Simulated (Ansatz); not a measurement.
Program: Ansatz. Geometries: PBE0-D4/def2-TZVP. ΔE: electronic, gas phase. CCSD(T)/CBS is the MP2 limit (def2-TZVPP, def2-QZVPP) plus CCSD(T) − MP2 in def2-TZVPP, frozen cores. DFT in def2-TZVPP. B3LYP here is the variant with VWN-RPA as its local correlation; programs differ in this. One conformer a species, not always the lowest.

Consider the substitution at a C–C bond: `CC[SiH2][SiH2]F` + `C1N[SiH2]1` → `CN1C[SiH2]1` + `C[SiH2][SiH2]F`.

| level | ΔE (kJ/mol) | difference from CCSD(T)/CBS |
| --- | --- | --- |
| PBE-D4 | 12.8 | -4.0 |
| r2SCAN-D4 | 13.7 | -3.1 |
| PBE0-D4 | 13.8 | -3.0 |
| B3LYP-D4 | 10.7 | -6.1 |
| ωB97X-V | 13.8 | -3.0 |
| ωB97M-V | 15.3 | -1.5 |
| B2PLYP | 12.9 | -3.9 |
| PBE | 13.3 | -3.5 |
| PBE0 | 14.3 | -2.5 |
| HF/def2-TZVPP | 11.8 | -5.0 |
| MP2/def2-TZVPP | 15.1 | -1.7 |
| SCS-MP2/def2-TZVPP | 14.4 | -2.4 |
| CCSD/def2-TZVPP | 15.7 | -1.1 |
| HF/def2-QZVPP | 11.6 | -5.2 |
| HF/CBS(def2) | 11.6 | -5.2 |
| MP2/CBS(def2) | 16.1 | -0.7 |
| CCSD(T)/CBS | 16.8 | 0 |

Largest T1 diagnostic among the species: 0.012.

In def2-TZVPP, CCSD(T) changes the Hartree–Fock value by +4.0 kJ/mol (the triples alone add +0.0 kJ/mol) and MP2 by +3.3 kJ/mol.
